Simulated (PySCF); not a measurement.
**`C[C@@H](Cl)CC(=O)O`, C4H7ClO2**

Geometry (Å), atoms numbered from 1 in this order:
```xyz
14

C    -1.660    0.559    0.472
C    -0.773   -0.636    0.763
Cl   -1.691   -2.148    0.442
C     0.488   -0.659   -0.092
C     1.468    0.421    0.302
O     1.348    1.191    1.215
O     2.535    0.417   -0.504
H    -1.943    0.582   -0.577
H    -1.117    1.468    0.718
H    -2.564    0.518    1.075
H    -0.506   -0.663    1.822
H     0.245   -0.535   -1.149
H     1.003   -1.618    0.010
H     3.167    1.105   -0.240
```

Method used: PySCF, GIAO CAM-B3LYP/pcSseg-1 magnetisability, rotational g tensor and spin-rotation constants, non-relativistic, gas phase. Geometry: GFN2-xTB.

Problem. Give the nuclear spin-rotation constants along the inertial axes (H = +C I·J) beside the isotropic shieldings.

Solution. Rotational constants 4.5339, 1.1050, 0.9648 GHz. A star marks the isotopologue with that one atom substituted, in its own axes.
| atom | isotope | Caa (kHz) | Cbb (kHz) | Ccc (kHz) | mean (kHz) | σ (ppm) |
| --- | --- | --- | --- | --- | --- | --- |
| Cl3 | 35Cl | 0.488 | 0.241 | 0.340 | 0.357 | 764.9 |
| H8 | 1H | -0.532 | -0.120 | 0.019 | -0.211 | 30.7 |
| H9 | 1H | -0.040 | -0.073 | -0.109 | -0.074 | 29.7 |
| H10 | 1H | -0.140 | -0.064 | -0.101 | -0.102 | 30.1 |
| H11 | 1H | -0.454 | -0.104 | 0.039 | -0.173 | 27.6 |
| H12 | 1H | -0.501 | -0.128 | 0.037 | -0.197 | 29.2 |
| H13 | 1H | -0.474 | 0.011 | -0.083 | -0.182 | 28.8 |
| H14 | 1H | 0.218 | -0.101 | -0.120 | -0.001 | 25.5 |
| C1 | 13C* | 0.763 | 0.159 | 0.155 | 0.359 | 158.0 |
| C2 | 13C* | 0.791 | 0.225 | 0.225 | 0.414 | 127.4 |
| C4 | 13C* | 0.708 | 0.218 | 0.205 | 0.377 | 138.0 |
| C5 | 13C* | 2.441 | 0.383 | 0.272 | 1.032 | 4.5 |
| O6 | 17O* | -2.337 | -0.562 | -0.190 | -1.030 | -101.5 |
| O7 | 17O* | -0.948 | -0.264 | -0.199 | -0.470 | 127.9 |

For the geometry as given, no vibrational averaging.

Problem. How do the rotational constants and the g tensor change when H8, H9, H10, H11, H12, H13, H14 are replaced by deuterium?

Solution. Constants 3.7940, 1.0509, 0.9090 GHz; g -0.0253, -0.0065, -0.0065, against -0.0297, -0.0070, -0.0067 before.
